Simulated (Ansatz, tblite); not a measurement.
Isomers of B2Mo2 (singlet), found by a short tight-binding search and relaxed with r2SCAN-D4/def2-TZVP in Ansatz.

In the def2 sets Mo takes a core potential; there is no spin–orbit coupling. The xTB rows come from tblite.

Run but left out: HF/def2-TZVPP, PBE0-D4/def2-TZVP, MP2/def2-TZVPP, CCSD/def2-TZVPP, CCSD(T)/def2-TZVPP (A: restricted singlet, unstable towards broken spin symmetry).

B: This restricted singlet of an open-shell metal (gap down to 0.48 eV) wasn't tested against broken symmetry.

Other spin states were run for one of them alone.

A:

Cartesian coordinates in Å:
```
Mo -0.829 -0.036 0.818
Mo 0.426 0.588 -0.912
B -0.668 -1.066 -0.869
B 1.071 0.514 0.962
```

B:

```xyz
4

Mo    1.0401    0.5748   -0.6028
Mo    0.3642   -0.3360    1.2369
B    -0.4563   -0.8482   -0.5870
B    -0.9479    0.6094   -0.0472
```

Task: Estimate their order by electronic energy at CAM-B3LYP-D4/def2-TZVP, counted from the lowest.

Result: A (0.0) < B (17.5), in kcal/mol.

Task: Do the other levels pick the same lowest one?

Result: All that were run do. Energies above each level's lowest (kcal/mol):

```
                 level    A     B
              GFN1-xTB  0.0  13.9
              GFN2-xTB  0.0  10.6
 LDA (SPW92)/def2-TZVP  0.0   7.8
      PBE-D4/def2-TZVP  0.0  10.7
   r2SCAN-D4/def2-TZVP  0.0  12.3
CAM-B3LYP-D4/def2-TZVP  0.0  17.5
```
Point groups (tolerance 0.1 Å): A C2v, B C2v. Lower isomers may exist.
